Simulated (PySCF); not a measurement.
BrFMoO2, multiplicity 1. Atoms are numbered in the order given.

```xyz
5

Mo     0.0447     0.6833     0.0000
O      0.9009     1.1985    -1.3426
O      0.9009     1.1985     1.3426
F     -1.6503     1.4171     0.0000
Br    -0.0411    -1.7322     0.0000
```
Charge 0, spin multiplicity 1.

Coordinates come from a B3LYP-D3(BJ)/def2-SVP optimisation. The multiplicity is an assumed one; no other spin state was optimised. The structure was generated by enumeration; whether it is a known compound was not checked. The def2 effective core potentials stand for the cores of Mo; spin–orbit coupling is left out.

Computed with TDDFT-PBE/def2-SVPD run with PySCF.

Vertical excitations. Gas-phase values at a fixed geometry. State labels are in the subgroup Cs.

Computed excitation energies, oscillator strengths and character:
| state | symmetry | energy (eV) | λ (nm) | f | main pairs |
|---|---|---|---|---|---|
| S1 | A" | 3.79 | 327 | 0.000 | HOMO→LUMO 97 % |
| S2 | A' | 4.12 | 301 | 0.004 | HOMO−1→LUMO 58 %, HOMO→LUMO+1 41 % |
| S3 | A" | 4.23 | 293 | 0.003 | HOMO−2→LUMO 92 % |
| S4 | A" | 4.41 | 281 | 0.001 | HOMO−1→LUMO+1 93 % |
| S5 | A' | 4.54 | 273 | 0.038 | HOMO→LUMO+1 45 %, HOMO−1→LUMO 28 %, HOMO−2→LUMO+1 15 % |
| S6 | A' | 4.66 | 266 | 0.009 | HOMO−2→LUMO+1 79 % |
| S7 | A" | 4.84 | 256 | 0.000 | HOMO→LUMO+2 94 % |
| S8 | A' | 5.04 | 246 | 0.001 | HOMO−1→LUMO+2 56 %, HOMO−3→LUMO 42 % |
| S9 | A" | 5.16 | 241 | 0.000 | HOMO−2→LUMO+2 99 % |
| S10 | A' | 5.23 | 237 | 0.031 | HOMO−3→LUMO 46 %, HOMO−1→LUMO+2 32 %, HOMO−3→LUMO+2 8 % |
| T1 | A" | 3.57 | 347 | 0 | HOMO→LUMO 95 % |
| T2 | A' | 3.69 | 336 | 0 | HOMO−1→LUMO 97 % |
| T3 | A" | 3.89 | 319 | 0 | HOMO−2→LUMO 95 % |
| T4 | A' | 3.99 | 311 | 0 | HOMO→LUMO+1 95 % |
Triplets are in the Tamm–Dancoff approximation, which puts them higher than full response would, so one can lie above its singlet here.
